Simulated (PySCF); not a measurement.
Shapes and spin states of GeF₂

These are results of B3LYP/[Ge def2-TZVP, F def2-TZVP], no relativity, density fitting, PySCF, not measurements.

Relaxations began from a few typed shapes and spin states; open shells are unrestricted. The search is not exhaustive: other isomers or separated fragments can lie lower, and high-lying points may rest on an excited occupation.

| spin | group | bonds | angles | imaginary modes (cm⁻¹) | ΔE (kJ/mol) | ΔE with ZPE (kJ/mol) |
| --- | --- | --- | --- | --- | --- | --- |
| singlet | C2v | Ge–F 1.758 Å (×2) | F–Ge–F 97.4° | none | 0.0 | 0.0 |
| singlet | D∞h | Ge–F 1.846 Å (×2) | F–Ge–F 180.0° | 227i, 227i | 165.3 | – |
| triplet | C2v | Ge–F 1.756 Å (×2) | F–Ge–F 114.5° | none | 354.2 | 353.6 |
| triplet | D∞h | Ge–F 1.805 Å (×2) | F–Ge–F 180.0° | 167i | 407.3 | – |

The lowest minimum found is the singlet C2v: Ge–F 1.758 Å (×2); F–Ge–F 97.4°.

Counting electrons, germanium keeps 2 of its valence electrons outside its bonds, so the VSEPR class is AX2E1 and the expected shape is bent (C2v), as computed.

The electron or spin density has lower symmetry than the nuclear frame for the triplet D∞h at 407.3 kJ/mol.
